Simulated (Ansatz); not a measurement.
Input file for C2H7AlGe (`C=[C]([AlH2])[GeH3]`):

```yaml
crystal:
  periodic: [false, false, false]
  atoms:
    - {symbol: C, position_ang: [0.488470, 1.209074, 0.887298]}
    - {symbol: C, position_ang: [0.159742, 0.109141, 0.195829]}
    - {symbol: Al, position_ang: [1.115914, -1.519290, 0.650210]}
    - {symbol: Ge, position_ang: [-1.217620, 0.243139, -1.170620]}
    - {symbol: H, position_ang: [0.022146, 2.182599, 0.724277]}
    - {symbol: H, position_ang: [1.253160, 1.196499, 1.665640]}
    - {symbol: H, position_ang: [2.208538, -1.417620, 1.798932]}
    - {symbol: H, position_ang: [0.815769, -2.887646, -0.095732]}
    - {symbol: H, position_ang: [-1.744339, 1.690925, -1.235045]}
    - {symbol: H, position_ang: [-2.385390, -0.709869, -0.853394]}
    - {symbol: H, position_ang: [-0.650989, -0.153952, -2.546795]}
basis:
  gaussian: {orbitals: def2-TZVPP}
correlation: {method: ccsd_t}
```

```sh
$ ansatz run in.yaml --threads 4 --pin off --events-out ev --progress --plain --max-ram 10444MiB
```

The program prints (abridged):

```
Functional definition: HF
1485 factors; integrals over basis functions are off by at most 9.5e-4 eV
mean field evaluation 1: about -65224.9108 eV, gradient 3.1e1 eV
mean field evaluation 2: about -65225.0770 eV, gradient 3.1e1 eV
mean field evaluation 4: about -65228.0389 eV, gradient 3.9e0 eV
mean field evaluation 8: about -65228.0938 eV, gradient 2.1e-1 eV
mean field -65228.09402960 eV, -2397.0882423976 hartree, gradient 1.8e-6 eV, S^2 0.000000; 0 other end points of the search recorded, 0 dependent functions left out
16 core orbitals not correlated: weight in the atoms' cores, before any rotation towards them, 1.000 or more for the frozen orbitals, at most 0.000 for the correlated occupied ones
reference -65228.09402960 eV, -2397.0882423976 hartree; 16, 16 occupied and 218, 218 virtual orbitals, 1485 factors
second order -18.19503348 eV of doubles, -0.00000000 eV of singles
cycle   1  -18.61601402 eV  change   -4.2e-1 eV  update   1.1e-1
cycle   2  -19.27828282 eV  change   -6.6e-1 eV  update   3.3e-2
cycle   3  -19.36440074 eV  change   -8.6e-2 eV  update   1.5e-2
cycle   4  -19.35893081 eV  change    5.5e-3 eV  update   3.8e-3
cycle   5  -19.35954523 eV  change   -6.1e-4 eV  update   1.4e-3
cycle   6  -19.35946926 eV  change    7.6e-5 eV  update   4.1e-4
cycle   7  -19.35945676 eV  change    1.3e-5 eV  update   1.6e-4
cycle   8  -19.35950418 eV  change   -4.7e-5 eV  update   5.7e-5
cycle   9  -19.35951550 eV  change   -1.1e-5 eV  update   1.8e-5
perturbative correction -0.78985030 eV, -0.0290264633 hartree
Total energy: -65248.24339540 eV, -2397.8287179330 hartree
```

Hardware: 4 threads of an Arm Neoverse V2 on a shared host. Wall time 2.5 min, peak host memory 5.1 GiB.

MP2 recovers 90.3 % of the CCSD(T) correlation energy and the triples give 3.9 %; T1 = 0.0118.
